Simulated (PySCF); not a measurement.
## How methods differ on the excitation energy of Ca

Ca [Ar] 4s2 (1S) → Ca [Ar] 3d2 (3F), as a difference of total energies. Computed with PySCF 2.14 in def2-TZVPPD, with no relativity, point nucleus. Correlated levels: valence: [Ar] frozen; valence and next inner shell: [Ne] frozen. The calculations carry no spin-orbit coupling.

| method | excitation energy (eV) |
| --- | --- |
| UHF | 5.832 |
| LDA | 4.751 |
| PBE | 4.561 |
| PBE0 | 4.862 |
| r2SCAN | 4.466 |
| BHandHLYP | 5.371 |
| B2PLYP | 5.503 |
| r2SCAN0 | 4.818 |
| wB97X-V | 5.263 |
| MP2 (valence) | 6.233 |
| SCS-MP2 (valence) | 6.402 |
| MP2 (valence and next inner shell) | 6.647 |
| SCS-MP2 (valence and next inner shell) | 6.773 |

Q: How much does correlation contribute at MP2 (valence and next inner shell)?

A: 6.647 − (5.832) = 0.815 eV, measured against UHF.
